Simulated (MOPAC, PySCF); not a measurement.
C3H6Si, SMILES `CC=C=[SiH2]`, neutral singlet in the gas phase. 

Cartesian coordinates (Å):
```xyz
10

C     -1.6480    -0.5412    -0.1418
C     -0.6662     0.5363     0.2250
C      0.6451     0.4184     0.2219
Si     2.3247     0.2055     0.1996
H     -2.2819    -0.2130    -0.9814
H     -1.1337    -1.4681    -0.4230
H     -2.3245    -0.7474     0.7033
H     -1.1114     1.5001     0.5187
H      3.1311     0.5389    -1.0014
H      3.0648    -0.2296     1.4107
```
Charge 0, spin multiplicity 1.

All levels are single points at this geometry (PBE-D3(BJ)/def2-TZVP); Pople sets use spherical d functions. Orbital energies aren't observables, and empty levels follow the basis.

```
level                          HOMO (eV)  LUMO (eV)  gap (eV)  dipole (D)  vertical IE, Delta-SCF (eV)
-----------------------------  ---------  ---------  --------  ----------  ---------------------------
PBE-D3(BJ)/def2-TZVP in PySCF      -5.21      -1.82      3.39        0.62                         8.07
B3LYP/3-21G in PySCF               -5.91      -0.72      5.18        0.91                            –
B3LYP/6-311+G** in PySCF           -5.96      -1.25      4.71        0.46                            –
HF/3-21G in PySCF                  -8.02       2.75     10.76        0.88                            –
HF/STO-3G in PySCF                 -5.18       7.50     12.68        1.00                            –
AM1 in MOPAC                       -8.70      -0.36      8.34        1.00                            –
```
